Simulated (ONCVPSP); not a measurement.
# hafnium (Hf), ONCV: configuration errors across variants

ONCVPSP 4.0.1 input, shortened (lines: element, Z, core and valence counts, functional; n l f; lmax; l rc ep ncon nbas qcut; lloc lpopt rc5 dvloc0; l nproj debl; icmod fcfact rcfact), LDA (Perdew-Zunger), scalar-relativistic:

```
  Hf 72.00   10    4        3      upf
    1    0    2.00
    2    0    2.00
    2    1    6.00
    3    0    2.00
    3    1    6.00
    3    2   10.00
    4    0    2.00
    4    1    6.00
    4    2   10.00
    4    3   14.00
    5    0    2.00
    5    1    6.00
    5    2    2.00
    6    0    2.00
    3
    0    1.65    0.00    3    7    8.30
    1    1.55    0.00    4    9    9.50
    2    3.05    0.00    5   10    5.40
    3    2.80    0.39    4    8    3.80
    4    3    1.25    1.00
    0    3    2.70
    1    3    3.10
    2    2    3.00
    3    1    1.30
    2    0.25    1.00
```

All-electron excitation energies from the reference (eV): (1) 5s2 5p6 5d2 6s1 8.198; (2) 5s2 5p6 5d2 6s0 22.701; (3) 5s1 5p6 5d2 6s2 73.310.

Errors AE − PS in meV (a dash: test not solved or not reliable):

| change | (1) | (2) | (3) | bound ghosts | GHOST(+) flags above zero |
| --- | --- | --- | --- | --- | --- |
| base | -1.2 | +1.1 | -435 | none | s |
| core correction Teter function fitted to the true core (icmod 2), fcfact 0.14 | -1.4 | -1.1 | -414 | none | s |
| core correction Teter function fitted to the true core (icmod 2), fcfact 0.32 | -1.2 | +1.1 | -444 | none | s |
| core correction Teter function fitted to the true core (icmod 2), fcfact 0.66 | -1.2 | +1.3 | -457 | none | s |
| core correction Teter function fitted to the true core (icmod 2), fcfact 0.8 | -1.2 | +1.4 | -460 | none | s |
| core correction Teter function fitted to the true core (icmod 2), fcfact 1 | -1.2 | +1.5 | -460 | none | s |
| core correction Teter function fitted to the true core (icmod 2), fcfact 1.18 | -1.1 | +1.6 | -460 | none | s |

Task: Give the same row for: core correction Teter function fitted to the true core (icmod 2), fcfact 0.46.

Result: -1.2, +1.1, -452; bound ghosts: none; GHOST(+) flags above zero: s.
